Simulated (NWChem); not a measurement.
System: C$_{3}$H$_{6}$O$_{2}$; SMILES OC1COC1

Input file for NWChem:

```
start job
memory heap 200 mb stack 900 mb global 1100 mb
geometry units angstroms noautosym nocenter noautoz
  O     -0.038843    -1.735350    -0.324359
  C      0.026836    -0.545601     0.417807
  C     -1.028016     0.498681     0.017600
  O     -0.027420     1.531005    -0.103609
  C      1.031445     0.557928    -0.006310
  H      0.595836    -2.365586     0.060807
  H      0.046032    -0.733996     1.516503
  H     -1.504161     0.236088    -0.956909
  H     -1.818987     0.754444     0.756143
  H      1.499709     0.324595    -0.992790
  H      1.821302     0.861265     0.716847
end
basis spherical
  O library def2-svp
  C library def2-svp
  H library def2-svp
end
dft
  xc pbe0
  iterations 150
end
cosmo
  do_cosmo_smd true
  solvent etoac
end
task dft energy
```

Parts of the log:

```
             Northwest Computational Chemistry Package (NWChem) 7.3.0
             --------------------------------------------------------

                             Geometry "geometry" -> ""
                             -------------------------

 Output coordinates in angstroms (scale by  1.889725989 to convert to a.u.)

  No.       Tag          Charge          X              Y              Z
 ---- ---------------- ---------- -------------- -------------- --------------
    1 O                    8.0000    -0.03884300    -1.73535000    -0.32435900
    2 C                    6.0000     0.02683600    -0.54560100     0.41780700
    3 C                    6.0000    -1.02801600     0.49868100     0.01760000
    4 O                    8.0000    -0.02742000     1.53100500    -0.10360900
    5 C                    6.0000     1.03144500     0.55792800    -0.00631000
    6 H                    1.0000     0.59583600    -2.36558600     0.06080700
    7 H                    1.0000     0.04603200    -0.73399600     1.51650300
    8 H                    1.0000    -1.50416100     0.23608800    -0.95690900
    9 H                    1.0000    -1.81898700     0.75444400     0.75614300
   10 H                    1.0000     1.49970900     0.32459500    -0.99279000
   11 H                    1.0000     1.82130200     0.86126500     0.71684700

 Effective nuclear repulsion energy (a.u.)     186.0992637393

                                 NWChem DFT Module
                                 -----------------

 Summary of "ao basis" -> "ao basis" (spherical)
 ------------------------------------------------------------------------------
       Tag                 Description            Shells   Functions and Types
 ---------------- ------------------------------  ------  ---------------------
 O                          def2-svp                 6       14   3s2p1d
 C                          def2-svp                 6       14   3s2p1d
 H                          def2-svp                 3        5   2s1p

 in cosmo_initialize ...
 calling solv_data for solv:etoac

 solvent parameters
 solvname_short: etoac
 solvname_long:  ethyl acetate
 dielec:        5.9867
 dielecinf:     1.8832
 nonaqueous SMD model solvent descriptors
 dielec:        5.9867
 sola:          0.0000
 solb:          0.4500
 solc:          0.0000
 solg:         33.6700
 solh:          0.0000
 soln:          1.3723

          ---------------
          -cosmo- solvent
          ---------------
 Cosmo: York-Karplus, doi: 10.1021/jp992097l
 dielectric constant -eps-     =   5.99
 screen = (eps-1)/(eps    )    =   0.83296
 surface charge correction     = lagrangian

   van der Waals surface
 --------------------------

 ---------- ATOMIC COORDINATES (A.U.) ------------ VDWR(ANG.) --
     1   -0.07340263   -3.27933599   -0.61294963     2.294
     2    0.05071269   -1.03103639    0.78954075     1.850
     3   -1.94266855    0.94237045    0.03325918     1.850
     4   -0.05181629    2.89317994   -0.19579262     2.294
     5    1.94914842    1.05433104   -0.01192417     1.850
     6    1.12596677   -4.47030934    0.11490857     1.200
     7    0.08698787   -1.38705132    2.86577513     1.200
     8   -2.84245213    0.44614163   -1.80829581     1.200
     9   -3.43738701    1.42569243    1.42890308     1.200
    10    2.83403907    0.61339561   -1.87610106     1.200
    11    3.44176172    1.62755485    1.35464441     1.200
 number of segments per atom =        128
 number of   points per atom =        128
 atom (   nspa,  nppa )
 ----------------------
    1 (     92,     0 )       0
    2 (     12,     0 )       0
    3 (     26,     0 )       0
    4 (     78,     0 )       0
    5 (     24,     0 )       0
    6 (      2,     0 )       0
    7 (     50,     0 )       0
    8 (     45,     0 )       0
    9 (     54,     0 )       0
   10 (     46,     0 )       0
   11 (     53,     0 )       0
 number of -cosmo- surface points =      482
 molecular surface =    126.378 angstrom**2
 molecular volume  =    113.596 angstrom**3
 -lineq- algorithm             =   0
 -bem- low  level              =   3
 -bem- from -octahedral-
 gaussian surface charge width =   4.50000
 degree of switching           =   1.00000
 switching function tolerance  =   0.00010
 atomic radii =
 --------------
    1  8.000  2.294
    2  6.000  1.850
    3  6.000  1.850
    4  8.000  2.294
    5  6.000  1.850
    6  1.000  1.200
    7  1.000  1.200
    8  1.000  1.200
    9  1.000  1.200
   10  1.000  1.200
   11  1.000  1.200
 ...... end of -cosmo- initialization ......

 nat:                    11
 ixmem:                  6636
 calling mnsol_interface()
 G(SMD-CDS) energy (kcal/mol)  =    -1.789
 SMD-CDS SASA (angstrom**2)    =   132.127

            General Information
            -------------------
          SCF calculation type: DFT
          Wavefunction type:  closed shell.
          No. of atoms     :    11
          No. of electrons :    40
           Alpha electrons :    20
            Beta electrons :    20
          Charge           :     0
          Spin multiplicity:     1
          Use of symmetry is: off; symmetry adaption is: off
          Maximum number of iterations: 150
          AO basis - number of functions:   100
                     number of shells:    48
          Convergence on energy requested:  1.00D-06
          Convergence on density requested:  1.00D-05
          Convergence on gradient requested:  5.00D-04

              XC Information
              --------------
                         PBE0 Method XC Functional
                     Hartree-Fock (Exact) Exchange  0.250
          PerdewBurkeErnzerhof Exchange Functional  0.750
            Perdew 1991 LDA Correlation Functional  1.000 local
           PerdewBurkeErnz. Correlation Functional  1.000 non-local

             Grid Information
             ----------------
          Grid used for XC integration:  medium
          Radial quadrature: Mura-Knowles
          Angular quadrature: Lebedev.
          Tag              B.-S. Rad. Rad. Pts. Rad. Cut. Ang. Pts.
          ---              ---------- --------- --------- ---------
          O                   0.60       49          11.0       434
          C                   0.70       49          10.0       434
          H                   0.35       45          11.0       434
          Grid pruning is: on
          Number of quadrature shells:   515
          Spatial weights used:  Erf1

      Superposition of Atomic Density Guess
      -------------------------------------

 Sum of atomic energies:        -265.25241337

      Non-variational initial energy
      ------------------------------

 Total energy =    -267.993983
 1-e energy   =    -729.805010
 2-e energy   =     275.711763
 HOMO         =      -0.310692
 LUMO         =       0.081536

   convergence    iter        energy       DeltaE   RMS-Dens  Diis-err
 ---------------- ----- ----------------- --------- --------- ---------
     COSMO gas phase
 d= 0,ls=0.0,diis     1   -267.7330736029 -4.54D+02  1.38D-02  7.68D-01
 d= 0,ls=0.0,diis     2   -267.7087748734  2.43D-02  7.52D-03  1.16D+00
 d= 0,ls=0.0,diis     3   -267.8193326223 -1.11D-01  1.07D-03  3.04D-02
 d= 0,ls=0.0,diis     4   -267.8218222810 -2.49D-03  4.58D-04  2.61D-03
 d= 0,ls=0.0,diis     5   -267.8220466792 -2.24D-04  1.38D-04  4.36D-04
  Resetting Diis
 d= 0,ls=0.0,diis     6   -267.8220887470 -4.21D-05  3.04D-05  1.20D-05
 d= 0,ls=0.0,diis     7   -267.8220899096 -1.16D-06  1.65D-05  1.09D-06
 d= 0,ls=0.0,diis     8   -267.8220898686  4.10D-08  8.65D-06  1.54D-06

   convergence    iter        energy       DeltaE   RMS-Dens  Diis-err
 ---------------- ----- ----------------- --------- --------- ---------
     COSMO solvation phase
 d= 0,ls=0.0,diis     1   -267.8309215292 -8.83D-03  1.06D-03  2.00D-03
 d= 0,ls=0.0,diis     2   -267.8313095473 -3.88D-04  3.21D-04  1.11D-03
 d= 0,ls=0.0,diis     3   -267.8314014137 -9.19D-05  9.59D-05  2.33D-04
 d= 0,ls=0.0,diis     4   -267.8314215422 -2.01D-05  2.91D-05  1.33D-05
 d= 0,ls=0.0,diis     5   -267.8314227834 -1.24D-06  9.38D-06  1.39D-06
 d= 0,ls=0.0,diis     6   -267.8314229371 -1.54D-07  2.25D-06  4.54D-08

         Total DFT energy =     -267.831422937073
      One electron energy =     -733.727926185762
           Coulomb energy =      315.305123431992
    Exchange-Corr. energy =      -35.361377854657
 Nuclear repulsion energy =      186.099263739320

             COSMO energy =       -0.146506067966

 Numeric. integr. density =       39.999994760380

                                COSMO-SMD solvation results
                                ---------------------------

             internal energy in gas <Psi(g)|H|Psi(g)> =      -267.822089868563
         internal energy in solvent <Psi(s)|H|Psi(s)> =      -267.821517551449
                               delta internal energy  =         0.000572317114 (    0.36 kcal/mol)
   total free energy in solvent <Psi(s)|H+V/2|Psi(s)> =      -267.828572767913
 polarization energy contribution <Psi(s)|V/2|Psi(s)> =        -0.007055216464 (   -4.43 kcal/mol)
    total free energy in solvent including G(SMD-CDS) =      -267.831422937073
                       G(SMD-CDS) energy contribution =        -0.002850169160 (   -1.79 kcal/mol)
     1 M fixed-concentration free energy of solvation =        -0.009333068510 (   -5.86 kcal/mol)

                       DFT Final Molecular Orbital Analysis
                       ------------------------------------

 Vector   18  Occ=2.000000D+00  E=-3.228006D-01
              MO Center= -2.4D-01,  1.3D-01,  1.1D-01, r^2= 2.8D+00
   Bfn.  Coefficient  Atom+Function         Bfn.  Coefficient  Atom+Function
  ----- ------------  ---------------      ----- ------------  ---------------
    47      0.310050   4 O  py               33     -0.265814   3 C  py
    18     -0.235414   2 C  px               50      0.232073   4 O  py
    31      0.187924   3 C  s                20     -0.180638   2 C  pz
     3     -0.179670   1 O  s                32      0.180177   3 C  px
     6      0.166054   1 O  pz               76     -0.164590   7 H  s

 Vector   19  Occ=2.000000D+00  E=-2.814383D-01
              MO Center=  1.5D-01, -7.2D-01, -5.1D-02, r^2= 2.6D+00
   Bfn.  Coefficient  Atom+Function         Bfn.  Coefficient  Atom+Function
  ----- ------------  ---------------      ----- ------------  ---------------
     4      0.357917   1 O  px                7      0.283083   1 O  px
     6     -0.278603   1 O  pz               59     -0.241516   5 C  s
    61      0.237590   5 C  py                9     -0.212172   1 O  pz
    18     -0.185302   2 C  px                5      0.182691   1 O  py
    47     -0.160931   4 O  py               60      0.155201   5 C  px

 Vector   20  Occ=2.000000D+00  E=-2.588093D-01
              MO Center= -1.2D-02,  9.8D-01, -1.2D-01, r^2= 2.2D+00
   Bfn.  Coefficient  Atom+Function         Bfn.  Coefficient  Atom+Function
  ----- ------------  ---------------      ----- ------------  ---------------
    48      0.531530   4 O  pz               51      0.407966   4 O  pz
    91      0.202654  10 H  s                81      0.195024   8 H  s
    92      0.177633  10 H  s                62     -0.161311   5 C  pz
    82      0.159695   8 H  s                86     -0.158972   9 H  s
    34     -0.150523   3 C  pz               96     -0.136291  11 H  s

 Vector   21  Occ=0.000000D+00  E= 6.467341D-02
              MO Center=  4.2D-01, -1.2D+00,  6.2D-01, r^2= 5.0D+00
   Bfn.  Coefficient  Atom+Function         Bfn.  Coefficient  Atom+Function
  ----- ------------  ---------------      ----- ------------  ---------------
    17      1.323540   2 C  s                72     -0.875400   6 H  s
    77     -0.877000   7 H  s                 3      0.587419   1 O  s
    97     -0.453981  11 H  s                87     -0.416726   9 H  s
    64      0.396497   5 C  py               36      0.355472   3 C  py
    22      0.352352   2 C  py               23      0.345279   2 C  pz

 Vector   22  Occ=0.000000D+00  E= 8.653616D-02
              MO Center= -4.6D-02,  4.8D-01,  3.3D-01, r^2= 4.8D+00
   Bfn.  Coefficient  Atom+Function         Bfn.  Coefficient  Atom+Function
  ----- ------------  ---------------      ----- ------------  ---------------
    31      0.939924   3 C  s                59      0.759285   5 C  s
    87     -0.762184   9 H  s                97     -0.696228  11 H  s
    45      0.670349   4 O  s                77     -0.617517   7 H  s
    82     -0.502742   8 H  s                36     -0.474362   3 C  py
    63      0.476041   5 C  px               92     -0.452547  10 H  s

 Vector   23  Occ=0.000000D+00  E= 1.139284D-01
              MO Center=  1.9D-01,  1.2D-01, -8.2D-01, r^2= 5.2D+00
   Bfn.  Coefficient  Atom+Function         Bfn.  Coefficient  Atom+Function
  ----- ------------  ---------------      ----- ------------  ---------------
    92      1.377673  10 H  s                82      1.199007   8 H  s
    59     -1.006253   5 C  s                31     -0.704848   3 C  s
    77     -0.634489   7 H  s                65      0.536559   5 C  pz
    37      0.513202   3 C  pz               23      0.372324   2 C  pz
    45      0.341966   4 O  s                63     -0.226890   5 C  px

     Multipole analysis of the density
     ---------------------------------

     L   x y z        total         alpha         beta         nuclear
     -   - - -        -----         -----         ----         -------
     0   0 0 0     -0.000000    -20.000000    -20.000000     40.000000

     1   1 0 0      0.466349     -0.041986     -0.041986      0.550320
     1   0 1 0     -0.887092     -0.923629     -0.923629      0.960166
     1   0 0 1      0.694325      0.109587      0.109587      0.475151

     2   2 0 0    -19.968209    -53.267550    -53.267550     86.566891
     2   1 1 0     -2.168188      0.027984      0.027984     -2.224156
     2   1 0 1      0.075646     -0.015481     -0.015481      0.106608
     2   0 2 0    -24.300120   -111.418539   -111.418539    198.536957
     2   0 1 1     -1.291767     -2.932343     -2.932343      4.572919
     2   0 0 2    -21.954589    -23.953524    -23.953524     25.952459
```

Level: PBE0/def2-SVP, SMD on the gas-phase geometry. The geometry was optimised at PBE-D3(BJ)/def2-SVP. Solvent: ethyl acetate.
